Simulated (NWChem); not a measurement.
Everything below was run with NWChem. System: SSn, charge 0, spin multiplicity 1, at a geometry optimised with PBE0/def2-SVP with def2 effective core potentials on Sn. The structure started from a generated list of species. Level: PBE/def2-SVP with def2 effective core potentials on Sn.

Part of the output:

```
             Northwest Computational Chemistry Package (NWChem) 7.3.0
             --------------------------------------------------------

                                NWChem Input Module
                                -------------------

 Scaling coordinates for geometry "geometry" by  1.889725989
 (inverse scale =  0.529177249)

 Turning off AUTOSYM since
 SYMMETRY directive was detected!

                             Geometry "geometry" -> ""
                             -------------------------

 Output coordinates in angstroms (scale by  1.889725989 to convert to a.u.)

  No.       Tag          Charge          X              Y              Z
 ---- ---------------- ---------- -------------- -------------- --------------
    1 Sn                  50.0000     0.00000000     0.00000000     0.53880000
    2 S                   16.0000     0.00000000     0.00000000    -1.68375000

 Effective nuclear repulsion energy (a.u.)     190.4757144720

            Nuclear Dipole moment (a.u.)
            ----------------------------
        X                 Y               Z
 ---------------- ---------------- ----------------
     0.0000000000     0.0000000000    -0.0000000000

      Symmetry information
      --------------------

 Group name             C2v
 Group number             16
 Group order               4
 No. of unique centers     2

      Symmetry unique atoms

     1    2


 Summary of "ao basis" -> "" (spherical)
 ------------------------------------------------------------------------------
       Tag                 Description            Shells   Functions and Types
 ---------------- ------------------------------  ------  ---------------------
 *                          def2-svp                  on all atoms

 Summary of "ao basis" -> "ao basis" (spherical)
 ------------------------------------------------------------------------------
       Tag                 Description            Shells   Functions and Types
 ---------------- ------------------------------  ------  ---------------------
 Sn                         def2-svp                10       26   4s4p2d
 S                          def2-svp                 8       18   4s3p1d

 Summary of "ao basis" -> "ao basis" (spherical)
 ------------------------------------------------------------------------------
       Tag                 Description            Shells   Functions and Types
 ---------------- ------------------------------  ------  ---------------------
[...]
              MO Center= -1.9D-15,  1.2D-30, -1.2D+00, r^2= 2.4D+00
   Bfn.  Coefficient  Atom+Function         Bfn.  Coefficient  Atom+Function
  ----- ------------  ---------------      ----- ------------  ---------------
    37      0.535044  2 S  px                34      0.393597  2 S  px
    11      0.263842  1 Sn px                31      0.226143  2 S  px
    14      0.202157  1 Sn px                 8     -0.086710  1 Sn px
     5     -0.081088  1 Sn px                20     -0.070437  1 Sn d  1
    25      0.050080  1 Sn d  1              43     -0.031779  2 S  d  1

 Vector   19  Occ=2.000000D+00  E=-2.294187D-01  Symmetry=b2
              MO Center=  1.2D-30, -1.9D-15, -1.2D+00, r^2= 2.4D+00
   Bfn.  Coefficient  Atom+Function         Bfn.  Coefficient  Atom+Function
  ----- ------------  ---------------      ----- ------------  ---------------
    38      0.535044  2 S  py                35      0.393597  2 S  py
    12      0.263842  1 Sn py                32      0.226143  2 S  py
    15      0.202157  1 Sn py                 9     -0.086710  1 Sn py
     6     -0.081088  1 Sn py                18      0.070437  1 Sn d -1
    23     -0.050080  1 Sn d -1              41      0.031779  2 S  d -1

 Vector   20  Occ=0.000000D+00  E=-1.115439D-01  Symmetry=b2
              MO Center= -2.1D-17,  4.1D-17,  1.3D-01, r^2= 3.9D+00
   Bfn.  Coefficient  Atom+Function         Bfn.  Coefficient  Atom+Function
  ----- ------------  ---------------      ----- ------------  ---------------
    12      0.538328  1 Sn py                15      0.536921  1 Sn py
    38     -0.432398  2 S  py                35     -0.243699  2 S  py
     9     -0.163153  1 Sn py                 6     -0.151404  1 Sn py
    32     -0.139642  2 S  py                18     -0.045190  1 Sn d -1
    23      0.035470  1 Sn d -1              41      0.029318  2 S  d -1

 Vector   21  Occ=0.000000D+00  E=-1.115439D-01  Symmetry=b1
              MO Center=  4.0D-17, -9.6D-18,  1.3D-01, r^2= 3.9D+00
   Bfn.  Coefficient  Atom+Function         Bfn.  Coefficient  Atom+Function
  ----- ------------  ---------------      ----- ------------  ---------------
    11      0.538328  1 Sn px                14      0.536921  1 Sn px
    37     -0.432398  2 S  px                34     -0.243699  2 S  px
     8     -0.163153  1 Sn px                 5     -0.151404  1 Sn px
    31     -0.139642  2 S  px                20      0.045190  1 Sn d  1
    25     -0.035470  1 Sn d  1              43     -0.029318  2 S  d  1

 Vector   22  Occ=0.000000D+00  E= 3.614867D-03  Symmetry=a1
              MO Center= -4.7D-16, -4.7D-16,  4.1D-01, r^2= 5.2D+00
   Bfn.  Coefficient  Atom+Function         Bfn.  Coefficient  Atom+Function
  ----- ------------  ---------------      ----- ------------  ---------------
    16      1.116009  1 Sn pz                30      0.740063  2 S  s
    39      0.645298  2 S  pz                 4     -0.459703  1 Sn s
    13      0.295102  1 Sn pz                 3     -0.279872  1 Sn s
    36      0.223024  2 S  pz                29      0.203702  2 S  s
    19     -0.157625  1 Sn d  0              28     -0.156628  2 S  s

 center of mass
 --------------
 x =   0.00000000 y =   0.00000000 z =   0.12221077

 moments of inertia (a.u.)
 ------------------
         443.676085356715           0.000000000000           0.000000000000
           0.000000000000         443.676085356715           0.000000000000
           0.000000000000           0.000000000000           0.000000000000

     Multipole analysis of the density
     ---------------------------------

     L   x y z        total         alpha         beta         nuclear
     -   - - -        -----         -----         ----         -------
     0   0 0 0     -0.000000    -19.000000    -19.000000     38.000000

     1   1 0 0     -0.000000     -0.000000     -0.000000      0.000000
     1   0 1 0     -0.000000     -0.000000     -0.000000      0.000000
     1   0 0 1      1.087251     14.798206     14.798206    -28.509162

     2   2 0 0    -26.794242    -13.397121    -13.397121      0.000000
     2   1 1 0     -0.000000     -0.000000     -0.000000      0.000000
     2   1 0 1      0.000000      0.000000      0.000000      0.000000
     2   0 2 0    -26.794242    -13.397121    -13.397121      0.000000
     2   0 1 1      0.000000      0.000000      0.000000      0.000000
     2   0 0 2    -30.257896   -107.524782   -107.524782    184.791667

 Task  times  cpu:        0.9s     wall:        0.9s

 Total times  cpu:        0.9s     wall:        0.9s
```

Task: Write an NWChem input that would produce this output.

Result: One answer among several that fit: 
```
start mol
memory heap 200 mb stack 900 mb global 1100 mb
geometry units angstroms nocenter noautoz
  Sn     0.000000     0.000000     0.538800
  S      0.000000     0.000000    -1.683750
  symmetry group C2v
end
basis spherical
  * library def2-svp
end
ecp
  Sn library def2-ecp
end
dft
  xc xpbe96 cpbe96
  semidirect memsize 60000000 filesize 0
  iterations 100
end
task dft energy
```
